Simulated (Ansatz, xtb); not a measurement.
Relaxing a trial structure of CH2InSi

The starting geometry of this gas-phase doublet was built from a drawn formula by distance geometry and a force field; its bonds are those of `[H]/[C]=[SiH]/[In]`.

```xyz
5

C     0.1607   -2.0288    1.2956
In    0.5280   -2.8564   -2.3136
Si   -0.5794   -2.1448   -0.2462
H    -0.4635   -1.7169    2.1418
H    -1.9608   -1.7610   -0.4079
```

Problem. Predict what becomes of its bonds when it is optimised with r2SCAN-D4/def2-SVP.

Solution. A new bond forms, giving a structure given below by its coordinates. Distances that change by over a tenth: In2–Si3 (2.45 → 2.73 Å). Contacts that close: C1–In2 (3.72 → 2.40 Å).

The energy falls by 1.28 eV over 16 steps:

| step | E − E(last) (eV) |
| --- | --- |
| 1 | 1.279 |
| 3 | 0.559 |
| 4 | 0.464 |
| 6 | 0.343 |
| 8 | 0.262 |
| 9 | 0.209 |
| 11 | 0.086 |
| 13 | 0.009 |
| 14 | 0.003 |
| 16 | 0.000 |

Final geometry (Å):

```csv
atom,x (Å),y (Å),z (Å)
C,-0.1309,-2.0858,0.6575
In,1.2731,-2.8360,-1.1438
Si,-1.2831,-2.0121,-0.6393
H,0.4088,-2.0535,1.6072
H,-2.5829,-1.5206,-0.0118
```

From the same start GFN2-xTB reaches the same bonding as this run.

The end wasn't checked by frequencies. Open shells are spin-unrestricted. Atoms past krypton carry core potentials, without spin–orbit terms. Run with Ansatz 0.2.0, 3.9 min on 1 thread of Intel(R) Xeon(R) Processor @ 2.50GHz (Skylake/Cascade Lake) (shared host).
